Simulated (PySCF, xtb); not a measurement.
C₂H₆BFN₂, SMILES C/N=C/B(N)F. Other conformers were not sampled.

Harmonic wavenumbers (cm⁻¹) from GFN2-xTB (xtb) at its own minimum, in rising order: 80, 127, 163, 201, 313, 385, 486, 507, 567, 601, 819, 834, 892, 1030, 1080, 1136, 1216, 1341, 1383, 1385, 1455, 1468, 1510, 1709, 2790, 2878, 2980, 2997, 3502, 3555.

Question: What does PBE-D3(BJ)/def2-SVP in PySCF give at its own minimum? (The exact figures need the calculation; the answer reports its results.)

Answer: 104, 147, 181, 224, 327, 399, 465, 485, 595, 634, 818, 858, 912, 1004, 1087, 1108, 1220, 1340, 1354, 1386, 1394, 1409, 1540, 1680, 2861, 2891, 3004, 3025, 3505, 3632. Paired by order, the mean absolute difference is 25 cm⁻¹ and the zero-point energies are 56.3 and 56.6 kcal/mol.
